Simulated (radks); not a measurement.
Task: The mean radii <r> (bohr) of the occupied orbitals of an atom or ion are listed with their occupations. Calculated with a radial shooting solver on a logarithmic mesh with Libxc functionals: scalar-relativistic Kohn-Sham, LDA (Slater exchange, Perdew-Wang correlation), spin-polarised, spherical densities, finite nucleus; Fermi nuclear charge, rms radius of each element as measured or else 0.836 A^(1/3) + 0.57 fm.

orbital  occ.      <r>
1s up       1  0.07320
1s down     1  0.07320
2s up       1   0.3446
2s down     1   0.3445
2p up       3   0.3083
2p down     3   0.3081
3s up       1    1.077
3s down     1    1.076
3p up       3    1.170
3p down     3    1.167
3d up       1    1.702
4s up       1    3.292

Name the element and its charge. Open shells, if any, are filled with parallel spins first.

Result: Z = 21, scandium, charge +1: Sc+ in [Ar] 3d1 4s1. The 1s radius gives Z: for a bare nucleus <r> = (2 gamma + 1)/(2Z) with gamma = sqrt(1 - (Z/c)^2), 0.07087 bohr for Z = 21, and screening makes it slightly larger (0.07320 here). The occupations add up to 20, and the charge is Z minus that.
